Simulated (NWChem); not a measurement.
Molecule: CH5F2NOSi; SMILES O[Si@@](CF)(N)F

```xyz
11

N      1.6674    -0.5182     0.0544
Si    -0.0212    -0.4079     0.0191
O     -0.6354    -0.8435     1.4907
F     -0.7403    -1.4145    -1.0458
C     -0.4760     1.3111    -0.6077
F      0.3435     2.2644    -0.0294
H      2.1620    -1.1783     0.6407
H      2.2270     0.2915    -0.1837
H     -1.5040    -1.2562     1.4888
H     -0.3591     1.3584    -1.7058
H     -1.5302     1.5583    -0.3889
```
Atoms are numbered in this order, from 1.

Structure relaxed at the PBE0/def2-SVP level.

Q: Give the principal values of the shielding tensors (ppm) of N1, Si2, O3, F4, C5 from B3LYP/6-31G* (spherical d), GIAO (NWChem), with their diamagnetic and paramagnetic parts as GIAO splits them.

A: 
| atom | σ11 | σ22 | σ33 | isotropic | diamagnetic | paramagnetic |
|---|---|---|---|---|---|---|
| N1 | 217.9 | 234.3 | 268.7 | 240.3 | 321.5 | -81.3 |
| Si2 | 412.3 | 432.7 | 477.0 | 440.7 | 882.1 | -441.5 |
| O3 | 253.0 | 283.7 | 321.2 | 285.9 | 391.3 | -105.4 |
| F4 | 269.7 | 307.8 | 389.3 | 322.2 | 473.0 | -150.7 |
| C5 | 83.3 | 95.7 | 181.9 | 120.3 | 248.9 | -128.6 |
